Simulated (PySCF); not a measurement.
CaCl2, SMILES [Cl][Ca][Cl] (connectivity only; charge and spin as stated), charge -1, multiplicity 2. Atoms are numbered in the order given.

```xyz
3

Ca     0.0000     0.0000    -0.7373
Cl     0.0000    -2.2747     0.4337
Cl     0.0000     2.2747     0.4337
```
Charge -1, spin multiplicity 2.

Coordinates come from a B3LYP-D3(BJ)/def2-TZVPD optimisation. The spin state was assumed, not searched. The isomer is the one that the SMILES or the coordinates give; other isomers of the formula were not compared.

The numbers are results of PBE/def2-TZVPD (PySCF), not measurements.

 A positive occupied level means that this level leaves the electron formally unbound; only the finite basis holds it.

```
Quantity                                                             Result
------------------------------------------------  -------------------------
total energy                                            -1597.63313 hartree
point group                                                             C2v
α spin, highest occupied and lowest empty level            0.67 and 2.05 eV
β spin, highest occupied and lowest empty level           -2.73 and 1.58 eV
dipole moment about the centre of nuclear charge                     1.20 D
mean static polarisability                           216.4 bohr³ (32.07 Å³)
polarisability, principal values                  190.7, 199.3, 259.1 bohr³
⟨S²⟩                                                0.750 (pure state 0.75)
```
